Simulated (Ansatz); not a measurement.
CH7FNPSi, SMILES `FC[SiH2]NP`, relaxed with RKS PBE0-D4/def2-TZVP in Ansatz from a PBE-D4/def2-SVP geometry. The force threshold is 0.005 eV/Å; the program also tests the step.

The species carries charge 0 and has multiplicity 1.

Start:

```xyz
12

F    -0.761    2.331    0.466
C    -0.250    1.743   -0.695
Si    0.983    0.363   -0.228
N     0.248   -0.936    0.692
P    -0.913   -2.023    0.004
H    -1.092    1.333   -1.301
H     0.249    2.524   -1.318
H     1.574   -0.154   -1.515
H     2.046    0.945    0.660
H     0.421   -0.954    1.701
H    -0.492   -3.275    0.597
H    -2.013   -1.896    0.938
```

Task: How much energy does the relaxation release, and in how many steps? (An estimate is asked.)

Result: Ansatz gave: 6.58 kJ/mol, in 6 steps.

Task: Which bonds change most? (Estimate.)

Result: The calculation gave: N4–P5 from 1.732 to 1.703 Å; Si3–N4 from 1.753 to 1.725 Å; P5–H12 from 1.449 to 1.424 Å; P5–H11 from 1.448 to 1.423 Å.

Task: Give the relaxed structure. (An estimate is asked.)

Result: Computed: 
```xyz
12

F    -0.767    2.325    0.453
C    -0.243    1.721   -0.688
Si    0.971    0.351   -0.216
N     0.241   -0.920    0.695
P    -0.883   -2.001    0.009
H    -1.078    1.326   -1.278
H     0.250    2.494   -1.290
H     1.518   -0.174   -1.496
H     2.046    0.923    0.633
H     0.389   -0.935    1.692
H    -0.461   -3.234    0.582
H    -1.984   -1.874    0.903
```
